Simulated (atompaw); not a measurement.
# A failed generation for Nd (Z = 60)

Input:

```
Nd 60
GGA-PBESOL scalarrelativistic loggrid 2001 logderivrange -5 5 251
6 6 5 4 0 0
6 1 0
5 2 0
4 3 4
0 0 0
c
c
c
c
v
v
c
c
c
v
v
c
c
v
v
3
2.58 1.94 2.20 1.46
n
n
y
4.15
n
y
4.55
n
custom rrkj gramschmidtortho sinc
bessel
1.72
2.58
1.82
2.58
2.58
2.58
1.46
1.46
PWSCFOUT
UPFDX 0.0125d0 UPFXMIN -7.d0 UPFZMESH 60.d0
END
```

```bash
atompaw < Nd.input > Nd.log
```

End of the output:

```
    6        2.09260429E+01
    7        2.59766828E+01
    8        6.53253899E+01

The overlap operator has at least one negative eigenvalue!
It might be not positive definite...
Program is stopping.
This probably means that your projectors are too similar
or that your PAW basis is incomplete.
Advice: try to change your input parameters (f.i. : reference energies).
```

Question: Why did it fail, and what change makes it run?

Answer: The run stopped because the overlap operator built from these waves and projectors is not positive definite. A run that differs only in the following succeeds: all radii scaled by about 1.16 (s 2.00, p 2.10, d 3.00, f 1.70 bohr); local potential bessel scheme, radius 2.55 bohr; augmentation sinc compensation charge, radius 2.25 bohr; PAW radius 3.00 bohr; waves and projectors: custom rrkj gramschmidtortho; core correction smooth core density matched at 1.70 bohr. This is one of several that fit.
